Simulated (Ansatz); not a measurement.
Computed with Ansatz on PBE0-D4/def2-TZVP structures; ΔE is electronic, products minus reactants. CBS: MP2 limit from def2 TZ/QZ plus the TZ coupled-cluster correction, frozen cores. DFT in def2-TZVPP. Elements past krypton have def2 core potentials. For Mo outer-core shells are correlated without core-valence functions, which leaves a few kJ/mol of doubt a bond. Each species was taken in one conformer, which may not be the lowest.

`[CH3][Mo]([OH])(=[S])=[S]` + `N[SiH2]CO` → `[OH][Mo]([OH])(=[S])=[S]` + `CC[SiH2]N`  (redistribution)

`[CH3][Mo]([OH])(=[S])=[S]`:

Z-matrix (Å, degrees):
```
C
Mo 1 2.089
H 1 1.093 2 108.4
H 1 1.094 2 107.7 3 119.4
H 1 1.091 2 111.3 3 -120.5
O 2 1.856 1 108.3 3 -61.2
S 2 2.095 1 104.6 3 61.4
S 2 2.098 1 104.5 3 178.1
H 6 0.962 2 123.2 1 106.5
```

`N[SiH2]CO`:

Z-matrix (Å, degrees):
```
Si
C 1 1.884
N 1 1.733 2 104.8
H 1 1.493 2 110.3 3 -124.0
H 1 1.486 2 111.8 3 114.1
O 2 1.419 1 109.8 3 -43.6
H 2 1.094 1 111.0 3 -162.9
H 2 1.102 1 110.5 3 79.5
H 3 1.007 1 118.8 2 141.9
H 3 1.009 1 119.8 2 -78.1
H 6 0.966 2 106.9 1 34.1
```

`[OH][Mo]([OH])(=[S])=[S]`:

Cartesian coordinates in Å:
```
O 1.503 -0.301 -0.744
Mo -0.214 0.129 -0.174
O -0.442 -0.342 1.610
S -0.494 2.197 -0.410
S -1.631 -0.910 -1.323
H 1.668 -1.093 -1.265
H -0.390 0.320 2.307
```

`CC[SiH2]N`:

Cartesian coordinates in Å:
```
C 0.197 1.447 -1.292
C -0.587 0.422 -0.477
Si 0.504 -0.664 0.586
N -0.458 -1.765 1.499
H 0.896 0.960 -1.978
H -0.463 2.077 -1.893
H 0.783 2.107 -0.647
H -1.179 -0.226 -1.131
H -1.306 0.930 0.177
H 1.371 0.241 1.407
H 1.412 -1.499 -0.249
H -1.133 -1.415 2.160
H -0.039 -2.615 1.839
```

```tsv
level	ΔE (kJ/mol)	difference from CCSD(T)/CBS
LDA (SPW92)	-147.0	-3.6
PBE-D4	-148.2	-4.8
BLYP-D4	-150.3	-6.9
r2SCAN-D4	-155.6	-12.2
PBE0-D4	-145.9	-2.5
r2SCANh-D4	-153.5	-10.1
r2SCAN0-D4	-150.4	-7.0
CAM-B3LYP-D4	-149.5	-6.1
PBE0	-146.9	-3.5
r2SCAN0	-150.8	-7.4
HF/def2-SVP	-138.0	5.4
CCSD/def2-SVP	-140.5	2.9
SCS-MP2/def2-TZVPP	-148.7	-5.3
CCSD/def2-TZVPP	-139.3	4.1
CCSD(T)/def2-TZVPP	-142.9	0.5
SCS-MP2/def2-QZVPP	-149.5	-6.1
CCSD(T)/CBS	-143.4	0
```

**Question.** What do rigid-rotor, harmonic-oscillator terms from PBE0-D4/def2-TZVP frequencies (298.15 K, 1 bar) make of the CCSD(T)/CBS value? (An estimate is asked.)

**Answer.** The calculation gave: ΔZPE = +1.1 kJ/mol, ΔH = -141.8 kJ/mol, ΔS = -1 J/(mol·K), ΔG = -141.4 kJ/mol.

Largest T1 diagnostic among the species: 0.025, so the coupled-cluster value is less sure than usual.

From r2SCAN to r2SCAN0 (25 % exact exchange), in def2-TZVPP and without D4, ΔE moves by +5.0 kJ/mol. Leaving LDA and LC-ωPBE aside and taking each functional with its dispersion term where it has one, the values, not all of them listed here, spread over 15.3 kJ/mol, from B97M-V to ωB97M-V.
